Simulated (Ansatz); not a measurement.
Program: Ansatz. Geometries: PBE0-D4/def2-TZVP. ΔE: electronic, gas phase. CBS: MP2 limit from def2 TZ/QZ plus the TZ coupled-cluster correction, frozen cores. This one scheme is used for every species. For Ge outer-core shells are correlated without core-valence functions, which leaves a few kJ/mol of doubt a bond. Scalar relativity is left out up to krypton. Each species was taken in one conformer, which may not be the lowest.

`[CH3][GeH]([NH2])[OH]` → `[CH3][GeH]` + `NO`  (germylene formation by 1,1-elimination)

`[CH3][GeH]([NH2])[OH]`:

```xyz
11

C    -0.694   -1.384    0.053
Ge   -0.313    0.517    0.168
N     1.086    0.866   -0.968
O     0.252    0.975    1.795
H    -1.395   -1.669    0.838
H    -1.134   -1.636   -0.914
H     0.227   -1.956    0.181
H    -1.557    1.405   -0.027
H     1.125    0.291   -1.797
H     1.220    1.832   -1.227
H     1.182    0.760    1.900
```

`[CH3][GeH]`:

Cartesian coordinates in Å:
```
C -0.152 0.448 -0.302
Ge 1.245 -0.572 0.681
H -0.560 -0.178 -1.103
H 0.224 1.378 -0.727
H -0.988 0.668 0.371
H 0.231 -1.745 1.080
```

`NO`:

```xyz
5

N    -0.185    0.318   -0.355
O     0.379   -0.612    0.562
H    -1.188    0.233   -0.219
H     0.072    1.228    0.015
H     0.922   -1.167   -0.003
```

```tsv
species	CCSD(T)/CBS(def2) energy (Eh)
`[CH3][GeH]([NH2])[OH]`	-2248.30725
`[CH3][GeH]`	-2116.52215
`NO`	-131.61350
```

(1) Work out ΔE.

Largest T1 diagnostic among the species: 0.011.

Results:

(1) ΔE = (-2116.52215) + (-131.61350) − (-2248.30725) = 0.17160 Eh = +107.7 kcal/mol.

At CCSD(T), def2-SVP lies −6.3 kcal/mol from the extrapolated value and def2-TZVPP +1.0 kcal/mol. From r2SCAN to r2SCAN0 (25 % exact exchange), in def2-TZVPP and without D4, ΔE moves by +1.8 kcal/mol. The D4 term adds +3.1 kcal/mol with B3LYP and +1.7 kcal/mol with PBE0; it sums over pairs of atoms, weighted by their polarisabilities, and B3LYP, whose exchange is more repulsive, gets the larger term.

B3LYP here is the variant with VWN-RPA as its local correlation; programs differ in this.
